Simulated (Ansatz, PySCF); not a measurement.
CH8FNOSi2, SMILES [Si@H]([Si@H](O)C)(F)N.

Coordinates come from a PBE0-D3(BJ)/def2-SVP optimisation. The structure was generated by enumeration; whether it is a known compound was not checked. Other conformers were not sampled.

Vertical ionisation energy (IE) and electron affinity (EA) in eV. Rows of orbital energies are one-electron estimates. Where ΔSCF, EOM or ADC give a negative EA the extra electron is unbound and the value depends on the basis.

| level | IE | EA |
|---|---|---|
| −ε(HOMO), −ε(LUMO), HF/def2-TZVP (PySCF) | 10.60 | -2.67 |
| −ε(HOMO), −ε(LUMO), PBE/def2-TZVP (PySCF) | (withheld) | (withheld) |
| ΔSCF, CAM-B3LYP/def2-SVPD (Ansatz), final states of multiplicity 2 and 2 | 9.79 | -1.07 |
| ΔSCF, PBE/def2-SVPD (Ansatz), final states of multiplicity 2 and 2 | 9.12 | -0.75 |

**Question.** Some entries are withheld; supply them. (An estimate is asked for; the answer gives what the named calculation found.)

**Answer.** 
- −ε(HOMO), −ε(LUMO), PBE/def2-TZVP (PySCF), IE: 6.30
- −ε(HOMO), −ε(LUMO), PBE/def2-TZVP (PySCF), EA: 1.19

**Question.** What vertical singlet–triplet gap does ΔSCF give with CAM-B3LYP/def2-SVPD (Ansatz, a program for electronic structure) and with PBE/def2-SVPD (Ansatz)? (Estimate from the structure and the level; the computed values follow.)

**Answer.** 5.54 and 4.82 eV (triplet above singlet where positive).
